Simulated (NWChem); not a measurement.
Program: NWChem. System: BCl$_{2}$F, charge 0, spin multiplicity 1, at a geometry optimised with B3LYP/def2-SVP. The structure started from a generated list of species. Level: TD-PBE/6-31+G* (spherical d).

Output (cleaned and shortened):

```
             Northwest Computational Chemistry Package (NWChem) 7.3.0
             --------------------------------------------------------

                                NWChem Input Module
                                -------------------

 Scaling coordinates for geometry "geometry" by  1.889725989
 (inverse scale =  0.529177249)

 Turning off AUTOSYM since
 SYMMETRY directive was detected!

                             Geometry "geometry" -> ""
                             -------------------------

 Output coordinates in angstroms (scale by  1.889725989 to convert to a.u.)

  No.       Tag          Charge          X              Y              Z
 ---- ---------------- ---------- -------------- -------------- --------------
    1 B                    5.0000     0.00000000     0.00000000     0.35749000
    2 F                    9.0000     0.00000000     0.00000000     1.67138000
    3 Cl                  17.0000     1.53017700     0.00000000    -0.49499600
    4 Cl                  17.0000    -1.53017700     0.00000000    -0.49499600

 Effective nuclear repulsion energy (a.u.)     180.5066360096

            Nuclear Dipole moment (a.u.)
            ----------------------------
        X                 Y               Z
 ---------------- ---------------- ----------------
     0.0000000000     0.0000000000     0.0000113384

      Symmetry information
      --------------------

 Group name             C2v
 Group number             16
 Group order               4
 No. of unique centers     3

      Symmetry unique atoms

     1    2    3


 Summary of "ao basis" -> "" (spherical)
 ------------------------------------------------------------------------------
       Tag                 Description            Shells   Functions and Types
 ---------------- ------------------------------  ------  ---------------------
 *                          6-31+g*                   on all atoms

  pbe96 is a nonlocal functional; adding pw91lda local functional.

                                 NWChem DFT Module
                                 -----------------

 Summary of "ao basis" -> "ao basis" (spherical)
 ------------------------------------------------------------------------------
       Tag                 Description            Shells   Functions and Types
 ---------------- ------------------------------  ------  ---------------------
 B                          6-31+g*                  8       18   4s3p1d
[...]
     Dipole Oscillator Strength                    0.0000000000
     Electric Quadrupole                           0.0000005536
     Magnetic Dipole                               0.0000010631
     Total Oscillator Strength                     0.0000016168

          sigma_e =   3.1781 Angstrom
          sigma_h =   1.8653 Angstrom
         |d_h->e| =   0.5314 Angstrom
            d_exc =   3.7354 Angstrom
            d_CD1 =   1.8443 Angstrom
            d_CD2 =  -1.9903 Angstrom
            d_CD3 =   4.2668 Angstrom
     Pearson C.C. =  -0.0077

     Occ.   23  a2  ---  Virt.   26  a1   0.99801 X
     Occ.   23  a2  ---  Virt.   27  a1  -0.05360 X
  ----------------------------------------------------------------------------
  Root   6 singlet a1             0.292215325 a.u.                7.9516 eV
  ----------------------------------------------------------------------------
     Transition Moments    X -0.00000   Y -0.00000   Z  0.34234
     Transition Moments   XX -2.77275  XY  0.00000  XZ  0.00000
     Transition Moments   YY -0.19803  YZ  0.00000  ZZ  0.86860
     Dipole Oscillator Strength                    0.0228310936
     Electric Quadrupole                           0.0000004656
     Magnetic Dipole                               0.0000000000
     Total Oscillator Strength                     0.0228315592

          sigma_e =   1.8209 Angstrom
          sigma_h =   1.8158 Angstrom
         |d_h->e| =   0.4619 Angstrom
            d_exc =   2.5410 Angstrom
            d_CD1 =   0.4670 Angstrom
            d_CD2 =  -1.3565 Angstrom
            d_CD3 =   3.0029 Angstrom
     Pearson C.C. =   0.0559

     Occ.   18  a1  ---  Virt.   26  a1  -0.05316 X
     Occ.   18  a1  ---  Virt.   27  a1  -0.07899 X
     Occ.   20  b1  ---  Virt.   31  b1   0.06356 X
     Occ.   20  b1  ---  Virt.   38  b1  -0.06854 X
     Occ.   21  b2  ---  Virt.   25  b2  -0.93013 X
     Occ.   22  a1  ---  Virt.   26  a1   0.29459 X
     Occ.   22  a1  ---  Virt.   39  a1   0.07022 X
     Occ.   24  b1  ---  Virt.   28  b1   0.10303 X
  ----------------------------------------------------------------------------
  Root   7 singlet a2             0.292693856 a.u.                7.9646 eV
  ----------------------------------------------------------------------------
     Transition Moments    X -0.00000   Y  0.00000   Z  0.00000
     Transition Moments   XX -0.00000  XY -1.02177  XZ  0.00000
     Transition Moments   YY -0.00000  YZ -0.00000  ZZ  0.00000
     Dipole Oscillator Strength                    0.0000000000
     Electric Quadrupole                           0.0000001394
     Magnetic Dipole                               0.0000048381
     Total Oscillator Strength                     0.0000049775

          sigma_e =   1.5449 Angstrom
          sigma_h =   1.8040 Angstrom
         |d_h->e| =   0.2334 Angstrom
            d_exc =   2.3945 Angstrom
            d_CD1 =   0.4925 Angstrom
            d_CD2 =  -1.4411 Angstrom
            d_CD3 =   2.6279 Angstrom
     Pearson C.C. =  -0.0069

     Occ.   20  b1  ---  Virt.   25  b2  -0.99843 X
  ----------------------------------------------------------------------------
  Root   8 singlet a1             0.304608223 a.u.                8.2888 eV
  ----------------------------------------------------------------------------
     Transition Moments    X  0.00000   Y -0.00000   Z  0.68058
     Transition Moments   XX -0.39634  XY  0.00000  XZ -0.00000
     Transition Moments   YY -0.01401  YZ -0.00000  ZZ -0.36454
     Dipole Oscillator Strength                    0.0940596634
     Electric Quadrupole                           0.0000000068
     Magnetic Dipole                               0.0000000000
     Total Oscillator Strength                     0.0940596702

          sigma_e =   3.1625 Angstrom
          sigma_h =   1.8357 Angstrom
         |d_h->e| =   0.3686 Angstrom
            d_exc =   3.9356 Angstrom
            d_CD1 =   1.6953 Angstrom
            d_CD2 =  -2.1305 Angstrom
            d_CD3 =   4.3042 Angstrom
     Pearson C.C. =  -0.1707

     Occ.   21  b2  ---  Virt.   25  b2  -0.25968 X
     Occ.   22  a1  ---  Virt.   26  a1  -0.93996 X
     Occ.   24  b1  ---  Virt.   28  b1   0.19476 X

              Target root =      1
          Target symmetry = none
      Ground state energy =  -1044.689484433648
        Excitation energy =      0.220812062776
     Excited state energy =  -1044.468672370872

  stored tddft:energy   -1044.4686723708721

 Task  times  cpu:       31.8s     wall:       31.8s

 Total times  cpu:       31.8s     wall:       31.8s
```

Write an NWChem input that would produce this output.

One answer among several that fit: 
```
start mol
memory heap 200 mb stack 900 mb global 1100 mb
geometry units angstroms nocenter noautoz
  B      0.000000     0.000000     0.357490
  F      0.000000     0.000000     1.671380
  Cl     1.530177     0.000000    -0.494996
  Cl    -1.530177     0.000000    -0.494996
  symmetry group C2v
end
basis spherical
  * library 6-31+g*
end
dft
  xc xpbe96 cpbe96
  semidirect memsize 60000000 filesize 0
  iterations 100
end
tddft
  rpa
  nroots 8
  notriplet
  thresh 1e-4
end
task tddft energy
```
